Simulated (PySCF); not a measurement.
C2H4N, SMILES CC#[NH+], charge +1. Geometry: PBE-D3(BJ)/def2-TZVP. The isomer is the one that the SMILES or the coordinates give; other isomers of the formula were not compared.

PySCF with TDA-ωB97X/def2-SVPD puts the lowest singlet excitations at 8.08, 8.37, 8.37, 10.84, 11.10, 11.10 eV.

**Question.** What are the lowest excitation roots from ADC(2)/aug-cc-pVDZ (PySCF 2.14.0)? (An estimate is asked for; the answer gives what the named calculation found.)

**Answer.** 8.75, 9.04, 9.04, 11.15, 11.55, 11.55 eV. S1 differs by 0.67 eV (second minus first; roots are paired by order, and the bases may differ).
